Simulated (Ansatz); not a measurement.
Consider the cleavage of the Si–Si bond: `C[SiH2][SiH](O)O` + CH₃OH → `CO[SiH](O)O` + `C[SiH3]`.

Computed with Ansatz on PBE0-D4/def2-TZVP structures; ΔE is electronic, products minus reactants. CCSD(T)/CBS is the MP2 limit (def2-TZVPP, def2-QZVPP) plus CCSD(T) − MP2 in def2-TZVPP, frozen cores. This one scheme is used for every species. Functionals use def2-TZVPP. B3LYP here is the variant with VWN-RPA as its local correlation; programs differ in this. Each species was taken in one conformer, which may not be the lowest.

```json
{"level": "ωB97M-V", "ΔE (kcal/mol)": "-33.6"}
{"level": "B2PLYP", "ΔE (kcal/mol)": "-33.7"}
{"level": "PBE", "ΔE (kcal/mol)": "-26.9"}
{"level": "PBE0", "ΔE (kcal/mol)": "-29.1"}
{"level": "B3LYP", "ΔE (kcal/mol)": "-32.6"}
{"level": "CCSD/def2-TZVPP", "ΔE (kcal/mol)": "-33.8"}
{"level": "CCSD(T)/def2-TZVPP", "ΔE (kcal/mol)": "-33.0"}
{"level": "CCSD/CBS(def2)", "ΔE (kcal/mol)": "-33.3"}
```

(1) What does CCSD(T)/CBS give? (Estimate.)

Largest T1 diagnostic among the species: 0.012.

Answers

(1) The calculation gave: -32.5 kcal/mol. The listed levels differ from it by -1.1, -1.2, 5.6, 3.4, -0.1, -1.3, -0.5, -0.8 kcal/mol.

From PBE to PBE0 (25 % exact exchange), in def2-TZVPP and without D4, ΔE moves by −2.2 kcal/mol. In def2-TZVPP, CCSD(T) changes the Hartree–Fock value by +5.4 kcal/mol (the triples alone add +0.7 kcal/mol) and MP2 by +4.1 kcal/mol.

CCSD(T)/CBS has its own doubt, a few kJ/mol and more with outer-core shells, so smaller differences from it don't rank the levels.
